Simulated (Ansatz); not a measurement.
A nudged elastic band was laid between two geometries of BFH2O + Cl (6 atoms, charge 0, multiplicity 2).

Theory: UKS PBE0-D4/def2-SVP (Ansatz 0.2.0).

* movable images: 5
* climbing image: yes
* spring: 5.0 eV/Å²
* optimiser: quadratic models (default)
* start path: through a guess of the saddle point
* force threshold: 0.05 eV/Å
* iteration limit: 60
* end points: relaxed

First end point:

```xyz
6
Properties=species:S:1:pos:R:3
B 0.483 -0.235 0.933
F 0.567 -1.555 0.869
H 1.110 0.459 0.181
Cl -2.244 0.500 0.235
O -0.276 0.339 1.906
H -0.734 -0.309 2.458
```

Last end point:

```xyz
6
Properties=species:S:1:pos:R:3
B -0.396 -0.180 0.092
F 0.514 0.505 2.308
H 0.678 -0.226 -0.449
Cl -1.660 0.914 -0.284
O 0.086 -0.718 2.868
H -0.316 -1.097 2.048
```

(1) What changes between the two ends?

(2) What energy profile does the band end with?

(3) What is the geometry of the highest image?

The band took 36 iterations and of the order of 20 core-minutes.

Answers

(1) Bonds broken: B1–F2, B1–O5. Bonds formed: B1–Cl4, F2–O5. BFH2O + Cl becomes BClH + FHO.

(2) The forces met the threshold. The highest image is number 5 of 0 to 6, 151.5 kcal/mol above the first end and 1.6 kcal/mol above the last; the last end lies 149.9 kcal/mol above the first. Neighbouring images differ by up to 5.1 eV, so the band resolves the path poorly. A vibrational analysis at the climbing image gives one clearly imaginary mode, 214i cm⁻¹: a first-order saddle point.

```csv
image,path coordinate (Å),energy (kcal/mol),B1–F2 (Å),B1–O5 (Å),B1–Cl4 (Å)
0,0.00,0.0,1.32,1.36,2.91
1,1.20,25.5,1.33,2.04,1.79
2,2.41,31.8,1.32,3.30,1.74
3,3.61,33.5,1.32,4.03,1.74
4,4.82,34.9,1.31,3.40,1.75
5,6.04,151.5,2.35,3.05,1.73
6,7.17,149.9,2.49,2.87,1.71
```

(3) 
```xyz
6
Properties=species:S:1:pos:R:3
B -0.141 -0.294 -0.097
F 0.758 0.148 2.034
H 0.804 0.164 -0.685
Cl -1.660 0.522 0.077
O -0.106 -0.488 2.945
H -0.750 -0.852 2.308
```

Time of the run: 10 min on 2 threads of Arm Neoverse V1, with other jobs on the host, peak memory 0.18 GiB.
